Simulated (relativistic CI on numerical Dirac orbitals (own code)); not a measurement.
# What each ingredient does to the levels of Dy LXVI

Base calculation: Dirac-Coulomb-Breit CI, separate exchange-only KLI orbitals for each configuration, model QED.

Configuration list: 1s, 2s, 2p, 3s, 3p, 3d, 4s, 4p, 4d, 4f, 5s, 5p, 5d, 5f, 5g, 6s, 6p, 6d. Levels of other configurations are missing.

The lowest level and the first level of each name with at least 55 % of one term (blank where a level has no safe partner in the second run):

```csv
Level,Base (eV),Shift (eV)
1s ²S1/2,0.0,0.0
2p ²P°1/2,47029.9,-2583.6
2s ²S1/2,47045.2,-2598.5
2p ²P°3/2,48037.8,-3591.5
3p ²P°1/2,56057.5,-3379.7
3s ²S1/2,56062.0,-3384.1
3d ²D3/2,56356.7,-3679.0
3p ²P°3/2,56357.4,-3679.7
3d ²D5/2,56445.3,-3767.6
4p ²P°1/2,59174.3,-3615.6
4s ²S1/2,59176.2,-3617.4
4d ²D3/2,59299.9,-3741.1
4p ²P°3/2,59300.2,-3741.4
4f ²F°5/2,59337.4,-3778.6
4d ²D5/2,59337.5,-3778.7
4f ²F°7/2,59355.6,-3796.9
5p ²P°1/2,60599.1,-3706.8
5s ²S1/2,60600.0,-3707.8
5d ²D3/2,60663.0,-3770.7
5p ²P°3/2,60663.1,-3770.9
5f ²F°5/2,60682.2,-3789.9
5d ²D5/2,60682.2,-3790.0
```

(1) One thing was changed in a second run, which moved the levels as shown. Which?
A. QED terms removed
B. Breit term removed
C. non-relativistic limit
D. configuration mixing switched off

## Answers

(1) C. Non-relativistic limit. Without relativity the fine structure collapses and s electrons lose their extra binding.
